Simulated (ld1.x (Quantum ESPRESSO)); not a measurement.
**fluorine: from the effect back to the setting (RRKJ)**

Base potential:

fluorine, norm-conserving RRKJ (Kleinman–Bylander form), made with ld1.x (Quantum ESPRESSO) 7.5 (PBEsol, non-relativistic). Core [He], reference 2s2 2p4.5 (charge +0.5). Waves: 2s (bound): rc 0.65 bohr; 2p (bound): rc 1.55 bohr; 3d channel at -0.1 Ry: rc 1.55 bohr. Local part: the d channel. Core correction: a·sin(br)/r model core, default radius (core density twice the valence density). rho0 = 0.01.

Cutoffs, loose and tight: the cutoffs (Ry, on a coarse ladder) from which the occupation-weighted sum of valence levels, in a spherical-Bessel basis at the reference potential, stays within 10 and 1 mRy of its value at 400 Ry. They do not see the model core or the augmentation charge, which bear on the density cutoff. Test errors are all-electron minus pseudo excitation energies from the reference, over the configurations 2s2 2p5; 2s2 2p4; 2s2 2p3; 2s2 2p2; 2s2 2p5.3; 2s1 2p6; 2s1 2p5; variants that change the core or the reference have their own tests. The largest error is taken over the tests solved by every variant that gives reliable tests at all, those not shown here included: 2s1 2p6; 2s2 2p4; 2s2 2p5; 2s2 2p5.3.

Only the scale of all radii but the core radius (base = 1) is moved (2 further runs of the sweep failed or gave no value and are left out):

| scale of all radii but the core radius (base = 1) | bound ghosts | largest test error (meV) | median size of the test errors |
| --- | --- | --- | --- |
| 0.84 | none | +46 | 15.8 meV |
| 0.99 | none | +1333 | 62.9 meV |
| 1.06 | none | +91 | 90.6 meV |
| 1.16 | s | +108 | 108.3 meV |
| 1.32 | none | +138 | 137.6 meV |
| 1.37 | none | +148 | 148.4 meV |

**Question.** One more run gave bound ghosts: none; largest test error (meV): +61; median size of the test errors: 37.8 meV. Which value of the scale of all radii but the core radius (base = 1) was used?

**Answer.** 0.93. The median size of the test errors moves one way along this sweep, from 15.8 meV at 0.84 to 148.4 meV at 1.37, which places the run between 0.84 and 0.99.
